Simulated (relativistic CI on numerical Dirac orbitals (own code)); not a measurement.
Judd-Ofelt analysis for Dy3+

Calculated at this level of theory: Dirac-Coulomb-Breit CI, separate exchange-only KLI orbitals for each configuration, model QED, valence Slater integrals scaled by 0.85 (own radial code, finite nucleus).

Configuration 4f9 alone, in intermediate coupling. Take Ω₂ = 6.43, Ω₄ = 1.76, Ω₆ = 5.76 (10⁻²⁰ cm²) and refractive index n = 2.04 as given. A_ED = 64π⁴e²ν³ n(n² + 2)²/[27h(2J + 1)] Σ Ω_λ |U^λ|², in Gaussian units with ν in cm⁻¹, and A_MD is n³ times the free-ion magnetic-dipole rate; a dash marks a rate that is forbidden or under 2 % of the level's free-ion decay.

Emitting level 6H°_11/2 at 5837 cm⁻¹ (radiative decay alone: multiphonon quenching in a host is left out, and the level can lie too high or too low):

| To | ν (cm⁻¹) | U² squared | U⁴ squared | U⁶ squared | Free-ion A(M1) (s⁻¹) |
| --- | --- | --- | --- | --- | --- |
| 6H°_15/2 | 5837 | 0.0609 | 0.0604 | 0.5951 | - |
| 6H°_13/2 | 2350 | 0.2830 | 0.4379 | 0.0484 | 1.13 |

Problem. Give the rates, branching ratios and the radiative lifetime.

Solution. The rates are:

```csv
To,λ (nm),A_ED (s⁻¹),A_MD (s⁻¹),β (%)
6H°_15/2,1713,405,0,93.3
6H°_13/2,4256,19.3,9.62,6.7
```

τ_rad = 2.30e-03 s. Computed level positions enter as ν³, so measured ones would change the rates. For the strongest line (1713 nm) and an assumed effective width Δλ = 88 nm (300 cm⁻¹), the Füchtbauer-Ladenburg formula σ = λ⁴A/(8πcn²Δλ) gives a peak emission cross-section of 1.3 × 10⁻²⁰ cm². The line to 6H°_13/2 has a large U² element and is therefore hypersensitive to the surroundings through Ω₂.
